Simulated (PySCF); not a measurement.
ethynyl anion (C₂H), SMILES C#[C-], charge -1. Coordinates come from a PBE-D3(BJ)/def2-TZVPD optimisation.

Computed equilibrium geometry at PBE-D3(BJ)/def2-TZVPD (PySCF confirms it by a frequency run) as a Z-matrix, and its point group:
point group C∞v.
```
C
C 1 1.2498
H 1 1.0793 2 180.00
```
Charge -1, spin multiplicity 1.
